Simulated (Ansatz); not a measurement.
Which is lower?

The two ends of one reaction step of AlAsH6O2, singlet (PBE0-D4/def2-TZVP).

A:

```xyz
10
angstrom
Al -1.0363 -0.0486 -0.6273
H -0.9842 -1.0494 -1.8537
O -0.8914 1.6445 -0.8589
O -1.8361 -0.5564 0.7977
H 2.7390 -0.1638 -0.2597
As 1.4301 -0.4526 0.4380
H -0.7835 2.0285 -1.7267
H -2.1818 0.0816 1.4199
H 1.7288 0.3258 1.6955
H 1.8154 -1.8097 0.9749
```

B:

Al1  (-0.191, 0.222, 0.226)
H2  (-0.285, -1.435, -1.911)
O3  (-0.347, 1.644, -0.685)
O4  (-1.493, -0.751, 0.705)
H5  (-0.006, -0.831, -2.256)
As6  (2.026, -0.449, 0.895)
H7  (-1.163, 2.000, -1.029)
H8  (-2.411, -0.607, 0.483)
H9  (2.355, 0.987, 1.280)
H10  (1.515, -0.780, 2.291)
(Å)

Computed with Ansatz 0.2.0 (basis: def2-TZVPP); correlated methods freeze the cores. Filled d shells of the heavier atoms are correlated. The def2 sets are not built for correlating such inner shells, so the correlated values are less sure here. B3LYP uses VWN-RPA correlation.

(1) Which structure is lower at CCSD(T), and by how much? (To be estimated.)

(2) Do the other methods give the same order? (A judgement: the text doesn't fix the answer.)

T1 diagnostic: at most 0.012.

## Answers

(1) By the calculation: B, by 1.94 kcal/mol (electronic energy, against the other). By their contacts, A is AlAsH₆O₂ ([OH][AlH]([OH])[AsH3]) and B is a complex of AlAsH₄O₂ ([OH][Al]([OH])[AsH2]) + H₂.

(2) By the calculation: Not all: B97M-V, HF give the other order.

```
      method  E(B) − E(A) (kcal/mol)
       SPW92                   -1.45
      PBE-D4                   -3.55
     BLYP-D4                   -3.36
   r2SCAN-D4                   -2.95
      B97M-V                    1.68
     PBE0-D4                   -2.24
    B3LYP-D4                   -2.24
  r2SCAN0-D4                   -2.21
    BHLYP-D4                   -0.46
CAM-B3LYP-D4                   -0.70
     wB97X-V                   -0.72
     wB97M-V                   -2.28
      B2PLYP                   -2.48
    PBE-QIDH                   -1.77
  RPA on PBE                   -1.32
          HF                    1.56
         MP2                   -3.29
        CCSD                   -1.18
     CCSD(T)                   -1.94
```

Labels in which every atom is bracketed show which atoms are joined, not bond orders.

For scale, one of the runs: CCSD(T)/def2-TZVPP, 236 basis functions, launched by `ansatz run in.yaml --threads 8 --pin off --events-out ev --progress --plain --max-ram 19148MiB`. Hardware: 8 CPU threads of an Arm Neoverse V1, shared host. Wall time 85 s; peak host memory 4.3 GiB.
